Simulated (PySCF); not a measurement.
Bond stretch in GaH, singlet.

- RCCSD = CCSD on RHF/cc-pVDZ, 9 core orbitals frozen in PySCF 2.14.0
- UKS-PBE = unrestricted PBE/cc-pVDZ run with PySCF
- UCCSD(T) = CCSD(T) on UHF/cc-pVDZ, 9 core orbitals frozen in PySCF
- UHF/cc-pVDZ (PySCF)
- RMP2 = MP2 on RHF/cc-pVDZ, 9 core orbitals frozen run with PySCF

Energies are in kJ/mol, each relative to the lowest point of its own curve near equilibrium.

```json
[
 {"R / Å": "1.26", "RCCSD": "147.3", "UKS-PBE": "158.5", "UCCSD(T)": "146.9", "UHF": "153.8", "RMP2": "145.9"},
 {"R / Å": "1.34", "RCCSD": "83.5", "UKS-PBE": "93.4", "UCCSD(T)": "83.4", "UHF": "87.6", "RMP2": "82.2"},
 {"R / Å": "1.43", "RCCSD": "38.5", "UKS-PBE": "46.1", "UCCSD(T)": "38.5", "UHF": "40.7", "RMP2": "37.3"},
 {"R / Å": "1.51", "RCCSD": "15.3", "UKS-PBE": "20.6", "UCCSD(T)": "15.4", "UHF": "16.3", "RMP2": "14.4"},
 {"R / Å": "1.58", "RCCSD": "4.5", "UKS-PBE": "7.6", "UCCSD(T)": "4.5", "UHF": "4.8", "RMP2": "3.9"},
 {"R / Å": "1.62", "RCCSD": "1.4", "UKS-PBE": "3.2", "UCCSD(T)": "1.4", "UHF": "1.5", "RMP2": "1.0"},
 {"R / Å": "1.68", "RCCSD": "0.0", "UKS-PBE": "0.0", "UCCSD(T)": "0.0", "UHF": "0.0", "RMP2": "0.0"},
 {"R / Å": "1.74", "RCCSD": "1.9", "UKS-PBE": "0.1", "UCCSD(T)": "1.8", "UHF": "2.0", "RMP2": "2.3"},
 {"R / Å": "1.80", "RCCSD": "6.3", "UKS-PBE": "2.7", "UCCSD(T)": "6.1", "UHF": "6.6", "RMP2": "7.2"},
 {"R / Å": "1.84", "RCCSD": "10.3", "UKS-PBE": "5.6", "UCCSD(T)": "10.1", "UHF": "11.0", "RMP2": "11.7"},
 {"R / Å": "1.93", "RCCSD": "21.9", "UKS-PBE": "14.8", "UCCSD(T)": "21.6", "UHF": "23.4", "RMP2": "24.3"},
 {"R / Å": "2.08", "RCCSD": "46.4", "UKS-PBE": "35.7", "UCCSD(T)": "45.8", "UHF": "49.8", "RMP2": "50.9"},
 {"R / Å": "2.29", "RCCSD": "85.1", "UKS-PBE": "70.4", "UCCSD(T)": "83.9", "UHF": "92.4", "RMP2": "93.4"},
 {"R / Å": "2.53", "RCCSD": "129.0", "UKS-PBE": "111.7", "UCCSD(T)": "127.9", "UHF": "134.7", "RMP2": "143.0"},
 {"R / Å": "2.75", "RCCSD": "165.5", "UKS-PBE": "147.9", "UCCSD(T)": "164.7", "UHF": "158.5", "RMP2": "186.1"},
 {"R / Å": "3.00", "RCCSD": "200.8", "UKS-PBE": "185.1", "UCCSD(T)": "200.3", "UHF": "174.8", "RMP2": "230.6"},
 {"R / Å": "3.36", "RCCSD": "239.5", "UKS-PBE": "224.1", "UCCSD(T)": "238.2", "UHF": "187.1", "RMP2": "285.1"},
 {"R / Å": "3.68", "RCCSD": "262.5", "UKS-PBE": "244.2", "UCCSD(T)": "257.4", "UHF": "192.3", "RMP2": "324.2"},
 {"R / Å": "4.16", "RCCSD": "281.8", "UKS-PBE": "261.5", "UCCSD(T)": "267.9", "UHF": "195.6", "RMP2": "366.9"},
 {"R / Å": "4.57", "RCCSD": "289.5", "UKS-PBE": "269.5", "UCCSD(T)": "270.4", "UHF": "196.6", "RMP2": "389.1"},
 {"R / Å": "4.98", "RCCSD": "293.1", "UKS-PBE": "273.6", "UCCSD(T)": "271.2", "UHF": "197.1", "RMP2": "399.7"},
 {"R / Å": "5.92", "RCCSD": "295.8", "UKS-PBE": "274.6", "UCCSD(T)": "271.7", "UHF": "197.4", "RMP2": "390.3"},
 {"R / Å": "6.69", "RCCSD": "296.2", "UKS-PBE": "274.7", "UCCSD(T)": "271.7", "UHF": "197.4", "RMP2": "361.3"}
]
```

At the longest distance, 6.69 Å, RMP2 lies highest above its minimum (361.3 kJ/mol) and UHF lowest (197.4 kJ/mol).

The RMP2 curve passes through a maximum at 4.98 Å and then falls by 38.4 kJ/mol up to the last usable point.

The T1 diagnostic of CCSD on the restricted reference of RCCSD, RMP2 exceeds 0.045 at 3.36 to 6.69 Å. The unrestricted determinant behind UKS-PBE is spin-contaminated at 3.36 to 6.69 Å (<S²> up to 1.0, against 0.00 for a pure singlet). The unrestricted determinant behind UCCSD(T), UHF is spin-contaminated at 1.26 to 1.43, 2.53 to 6.69 Å (<S²> up to 1.0, against 0.00 for a pure singlet). The restricted form behind RMP2 keeps the bonding electrons paired and can't separate into open-shell fragments.
